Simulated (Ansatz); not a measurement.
Reaction (formal exchange of groups at a B–Se bond): `FB(F)[SeH]` + `c1ccccc1` → `FB(F)c1ccccc1` + H₂Se

Computed with Ansatz on PBE0-D4/def2-TZVP structures; ΔE is electronic, products minus reactants. CCSD(T)/CBS is the MP2 limit (def2-TZVPP, def2-QZVPP) plus CCSD(T) − MP2 in def2-TZVPP, frozen cores. DFT in def2-TZVPP. HSE06 is defined as in plane-wave codes. For Se outer-core shells are correlated without core-valence functions, which leaves a few kJ/mol of doubt a bond. Scalar relativity is left out up to krypton. Each species was taken in one conformer, which may not be the lowest.

```
    level  ΔE (kJ/mol)
r2SCAN-D4         28.0
 HSE06-D4         27.4
  ωB97M-V         24.8
     PBE0         29.5
```

**Question.** What does CCSD(T)/CBS give? (An estimate is asked.)

**Answer.** Ansatz gave: +26.9 kJ/mol. The listed levels differ from it by 1.1, 0.5, -2.1, 2.6 kJ/mol.

Largest T1 diagnostic among the species: 0.012.

At CCSD(T), def2-SVP lies −8.7 kJ/mol from the extrapolated value and def2-TZVPP −1.9 kJ/mol. From BLYP to BHLYP (50 % exact exchange), in def2-TZVPP and without D4, ΔE moves by −5.5 kJ/mol.
